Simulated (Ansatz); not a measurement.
A nudged elastic band was laid between two geometries of ClGaH2O + H4Si (10 atoms, charge 0, multiplicity 1).

Theory: Ansatz, RKS PBE0-D4/def2-SVP.

| Property | Result |
| --- | --- |
| movable images | 7 |
| climbing image | yes |
| spring | 5.0 eV/Å² |
| optimiser | quadratic models (default) |
| start path | through a guess of the saddle point |
| force threshold | 0.05 eV/Å |
| iteration limit | 60 |
| end points | relaxed |

Image 0:

```xyz
10
Properties=species:S:1:pos:R:3
Ga 0.135 -0.352 0.324
O -0.460 -1.046 1.848
H -1.405 -0.931 1.991
H 1.574 -0.591 -0.188
Cl -1.409 0.530 -0.924
Si 0.112 2.970 1.076
H 0.887 3.840 2.007
H 0.180 3.489 -0.316
H -1.290 2.814 1.548
H 0.782 1.615 1.109
```

Image 8:

```xyz
10
Properties=species:S:1:pos:R:3
Ga 0.184 0.597 0.004
O 0.025 -0.375 1.919
H -0.844 -0.791 1.769
H 1.346 -0.214 -0.657
Cl -1.819 -0.275 -0.433
Si 0.087 2.910 0.665
H 0.751 3.074 2.004
H 0.791 3.819 -0.292
H -1.327 3.379 0.816
H -0.087 0.214 2.678
```

What changes between the two ends?

Bonds broken: Si6–H10. Bonds formed: Ga1–Si6, O2–H10. ClGaH2O + H4Si becomes ClGaH6OSi.

Give the energies along the band, and the barrier.

It converged. The highest image is number 5 of 0 to 8, 1.22 eV above the first end and 1.55 eV above the last; the last end lies 0.32 eV below the first. A vibrational analysis at the climbing image gives one clearly imaginary mode, 1306i cm⁻¹: a first-order saddle point. The orbitals stay closed-shell, which can raise the energy where a bond breaks towards radicals; this wasn't checked here.

```csv
image,path coordinate (Å),energy (eV),Si6–H10 (Å),Ga1–Si6 (Å),O2–H10 (Å)
0,0.00,0.00,1.51,3.41,3.03
1,0.63,0.00,1.51,3.41,2.99
2,1.25,0.01,1.51,3.36,2.85
3,1.88,0.05,1.50,3.29,2.53
4,2.50,0.33,1.52,3.03,2.03
5,3.13,1.22,1.82,2.69,1.34
6,3.90,0.12,2.47,2.45,0.98
7,4.66,-0.30,3.09,2.41,0.97
8,5.43,-0.32,3.37,2.41,0.97
```

What is the geometry of the highest image?


```xyz
10
Properties=species:S:1:pos:R:3:forces:R:3
Ga 0.202 0.189 0.099 -0.01 -0.03 0.03
O -0.098 -0.339 1.928 0.03 0.02 -0.03
H -0.965 -0.723 2.123 -0.02 0.02 -0.03
H 1.610 -0.072 -0.494 -0.01 0.01 0.00
Cl -1.643 0.017 -1.013 0.02 0.00 0.01
Si 0.016 2.681 1.083 -0.05 -0.04 0.00
H 0.947 3.303 2.069 0.04 0.01 0.03
H 0.530 3.025 -0.286 0.00 0.00 -0.02
H -1.352 3.263 1.212 -0.01 0.01 0.01
H -0.140 0.993 1.752 0.00 0.00 0.01
```

What are the harmonic wavenumbers there?

1306i, 67, 92, 150, 189, 312, 362, 388, 414, 461, 551, 572, 582, 726, 862, 912, 926, 1104, 1494, 2051, 2192, 2237, 2251, 3846 cm⁻¹.

The run took 100 s on 4 threads of Intel(R) Xeon(R) 6975P-C (Granite Rapids), on a shared host, peak memory 0.32 GiB.
